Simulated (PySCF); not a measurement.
Gas-phase reaction: 3 InBr + 3 H2 → InBr3 + 2 InH3

Computed with PySCF and rigid-rotor harmonic-oscillator thermochemistry at 1 bar. † marks an energy on the PBE0/def2-TZVP geometry and frequencies. MP2 freezes the core. All species are closed-shell singlets. In: scalar-relativistic def2 core potential, no spin-orbit coupling. Br: all electrons, no relativistic terms. InH3: computed as isolated molecules; such fragments, hydroxides, amides, oligomers or adducts are transient or little studied in the gas. MP2 isn't extrapolated to the basis-set limit; its ΔH°(298 K) is 192.1 kJ in def2-SVP and 265.1 kJ in def2-TZVPP. The harmonic model lacks anharmonicity and excited electronic states, which grow with temperature; levels with a mode under 35 cm⁻¹ are left out. Soft modes under 120 cm⁻¹ make the harmonic entropy rough for InBr3.

```
level               ΔE electronic, kJ  ΔH°(298 K), kJ  ΔS°(298 K), J/K  ΔG°(2000 K), kJ
------------------  -----------------  --------------  ---------------  ---------------
BLYP/def2-TZVP†                   364             360             -338             1028
HF/def2-TZVP†                     225             221             -338              889
MP2/def2-TZVPP†                   269             265             -338              933
PBE0/def2-SVP†                    229             225             -338              893
r2SCAN/def2-TZVP†                 235             231             -338              899
ωB97M-V/def2-TZVP†                212             208             -338              876
```
ΔH° is lowest at ωB97M-V/def2-TZVP† and highest at BLYP/def2-TZVP†. No reference value is set beside these.
